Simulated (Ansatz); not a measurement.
A made-up structure of CH₄SSn, singlet:

```csv
atom,x (Å),y (Å),z (Å)
S1,0.3551,-2.4010,0.6499
C2,-0.5174,-1.1420,0.1666
Sn3,0.2924,0.8343,-0.1394
H4,-1.5859,-1.2812,-0.0215
H5,1.1655,-3.4634,0.9028
H6,-0.5173,1.9296,0.8911
H7,1.9530,0.7633,0.2144
```

It is relaxed with PBE-D4/def2-SVP and then PBE0-D4/def2-TZVP (Ansatz 0.2.0). Atoms count as bonded within 1.22 times the sum of their covalent radii (H–H: 0.88 Å). The end point is not checked to be a true minimum.

Task: Does its bonding change? (Judge from chemistry; the calculation decides.)

Result: The calculation gives: No: no bond forms or breaks.

Where it ends: The first stage lowers the energy by 3.16 eV in 15 steps. It ends as CH₄SSn ([SH][CH][SnH2]):
```
7
angstrom
S 0.8694 -2.4640 0.7960
C -0.1692 -1.1524 0.4793
Sn 0.3922 0.7212 -0.0774
H -1.2058 -1.4120 0.2844
H 0.1525 -3.4887 0.2899
H -0.8165 1.8571 0.3502
H 1.9229 1.1784 0.5416
```

Labels in which every atom is bracketed show which atoms are joined, not bond orders.

For scale, one of the runs: PBE0-D4/def2-TZVP relaxation, 142 basis functions, launched by `ansatz run in.yaml --threads 2 --pin off --events-out ev --progress --plain --max-ram 4352MiB`. Hardware: 2 CPU threads of an Intel Xeon, shared host. Wall time about 29 s.
